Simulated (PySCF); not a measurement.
## Computed properties of C₂H₅ClSi₂, SMILES Cl[Si@H]([SiH3])C#C

C₂H₅ClSi₂, SMILES C#C[Si@@H]([SiH3])Cl. Geometry: PBE0-D3(BJ)/def2-SVP. The structure was generated by enumeration; whether it is a known compound was not checked. One conformer was computed; it need not be the lowest. All values are computed for the isolated molecule unless a solvent is named; none is compared with measurement here.

**Structure.** All 24 harmonic modes at PBE0-D3(BJ)/def2-SVP (PySCF) are real, so it is a minimum. With heavy atoms numbered as in [CH:1]#[C:2][Si@@H:3]([SiH3:4])[Cl:5], the shortest bond between them is C1–C2 at 1.217 Å and the longest Si3–Si4 at 2.340 Å.

**Vibrations.** The strongest infrared lines (harmonic, unscaled, degenerate partners summed) lie at 754 cm⁻¹ (219 km/mol, H 88 %, Si 9 %), 2251 cm⁻¹ (137 km/mol, H 96 %), 866 cm⁻¹ (121 km/mol, H 88 %, Si 12 %). The softest mode is at 85 cm⁻¹ and the zero-point energy is 34.4 kcal/mol.

**Electronic structure.** CAM-B3LYP/def2-TZVP (PySCF) places the frontier levels at -9.27 and 0.06 eV, a gap of 9.33 eV, and gives a dipole moment of 1.70 D and a mean polarisability of 87.0 bohr³. PBE/def2-TZVP (PySCF) at the same geometry gives -6.84 and -1.96 eV, so its gap is 4.45 eV narrower. An orbital gap is neither the optical nor the fundamental gap.

**Excitations.** TDDFT-CAM-B3LYP/def2-SVPD (PySCF) has S1 at 5.55 eV (223 nm, f = 0.004, weak); the most intense of the 10 singlets computed lies at 7.44 eV (f = 0.29). T1 (TDA) is at 4.76 eV. TDDFT-PBE/def2-SVPD (PySCF) puts S1 at 5.02 eV. No vertical singlet excitation falls in the visible range (under 3.1 eV).

**NMR.** GIAO shifts at PBE0/pcSseg-1 (PySCF) (non-relativistic, atoms alike by connectivity averaged): ¹³C from 87.2 to 112.1 ppm against TMS; ¹H from 3.1 to 5.8 ppm against TMS; ²⁹Si from -97.3 to -26.2 ppm against TMS. Without spin–orbit terms, shifts of atoms bonded to Cl or Br come out too high.

**Solvation.** SMD-PBE0/6-31G* (PySCF) gives 1.5 kcal/mol in water, -2.1 kcal/mol in toluene, -2.0 kcal/mol in 1-octanol (1 M in both phases, gas-phase geometry).
